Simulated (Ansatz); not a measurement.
A series at Ta: from `[NH2][Ta]([NH2])([NH2])=[S]`, ligands are replaced one by one, each step taking up H–F and setting free NH₃; n counts the steps. Ansatz, PBE0-D4/def2-TZVP geometries. Each molecule was computed in one conformer, which needn't be the lowest.

```json
{"n": "0", "molecule": "`[NH2][Ta]([NH2])([NH2])=[S]`", "zero-point energy, PBE0-D4/def2-TZVP (kJ/mol)": "202.5"}
{"n": "1", "molecule": "`[NH2][Ta]([NH2])([F])=[S]`", "zero-point energy, PBE0-D4/def2-TZVP (kJ/mol)": "141.9"}
{"n": "2", "molecule": "`[NH2][Ta]([F])([F])=[S]`", "zero-point energy, PBE0-D4/def2-TZVP (kJ/mol)": "?"}
{"n": "3", "molecule": "`[F][Ta]([F])([F])=[S]`", "zero-point energy, PBE0-D4/def2-TZVP (kJ/mol)": "21.4"}
```

Problem. By hand: fit a straight line y = ȳ + b (n − n̄) to the 3 given rows and predict n = 2.

Solution. n̄ = 1.333, ȳ = 121.93; Σ(n − n̄)(y − ȳ) = -281.63, Σ(n − n̄)² = 4.667, so b = -60.34 kJ/mol a step. Prediction: 121.93 + (-60.34) × (0.667) = 81.7 kJ/mol.

Problem. By hand: compare with the computed value, 82.3 kJ/mol, and give the steps along the whole series.

Solution. The line misses by 0.6 kJ/mol (computed minus predicted). Steps: -60.6, -59.6, -60.9 kJ/mol.

The steps differ by at most 1.3 kJ/mol, 2.2 % of a mean step, so the ligands' effects nearly add and a line is close. The miss is 0.3 % of the series' range.
